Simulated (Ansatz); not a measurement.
One change: `[SH][GaH][Cl]` becomes `[OH][GaH][Cl]`.

Ansatz, PBE0-D4/def2-TZVP geometries, multiplicity 1. Each molecule was computed in one conformer, which needn't be the lowest.

Scalar relativity is left out up to krypton.

```
                                                                                  property  `[SH][GaH][Cl]`
                                                   HOMO–LUMO gap (ωB97M-V/def2-TZVPP) / eV            10.50
ideal-gas entropy at 298 K and 1 bar (rigid rotor, harmonic PBE0-D4/def2-TZVP) / J/(mol·K)              314
                                            zero-point energy (PBE0-D4/def2-TZVP) / kJ/mol             46.4
                                        size of the dipole moment (ωB97M-V/def2-TZVPP) / D             2.33
                                                     LUMO energy (ωB97M-V/def2-TZVPP) / eV             0.28
                                                        HOMO energy (PBE0/def2-TZVPP) / eV            -8.04
```

Give the same properties after the change, and the shifts. (Best estimate.)

Computed: 
```
                                                                                  property  `[OH][GaH][Cl]`  shift
                                                   HOMO–LUMO gap (ωB97M-V/def2-TZVPP) / eV            11.81   1.31
ideal-gas entropy at 298 K and 1 bar (rigid rotor, harmonic PBE0-D4/def2-TZVP) / J/(mol·K)              300    -14
                                            zero-point energy (PBE0-D4/def2-TZVP) / kJ/mol             57.4   11.0
                                        size of the dipole moment (ωB97M-V/def2-TZVPP) / D             0.48  -1.85
                                                     LUMO energy (ωB97M-V/def2-TZVPP) / eV             0.58   0.30
                                                        HOMO energy (PBE0/def2-TZVPP) / eV            -8.95  -0.91
```

With PBE0 the HOMO falls by 0.91 eV and the LUMO rises by 0.31 eV, so the gap widens by about 1.22 eV. PBE moves the HOMO by -0.67 eV and ωB97M-V by -1.02 eV. Dipoles are sizes alone; their direction can turn.
